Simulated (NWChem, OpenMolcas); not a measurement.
## How basis sets differ on SiN2H6O (SMILES N[SiH](N)O)

The species is SiN2H6O (10 atoms), meant as a singlet with charge 0. As SMILES, `N[SiH](N)O`. Geometry: relaxed at PBE0-D4/def2-TZVP. This is one conformer, not always the lowest.

Each level gives the HOMO–LUMO gap (eV). The values are calculated.

```
               level          kind     program  value (eV)  CPU time
         HF/ANO-L-MB  Hartree–Fock  OpenMolcas       19.50     4.4 s
HF/ANO-RCC-MB (DKH2)  Hartree–Fock  OpenMolcas       19.88     3.8 s
           HF/STO-3G  Hartree–Fock  OpenMolcas       21.80     1.3 s
            HF/3-21G  Hartree–Fock  OpenMolcas       17.17     1.7 s
         HF/def2-SVP  Hartree–Fock      NWChem       15.61      12 s
```

The values span 15.61 to 21.80 eV. A Hartree–Fock LUMO above zero doesn't converge with the basis: it sinks as sets grow more diffuse. Orbital gaps aren't excitation energies. CPU times are rough (shared hosts, several kinds of processor and program).
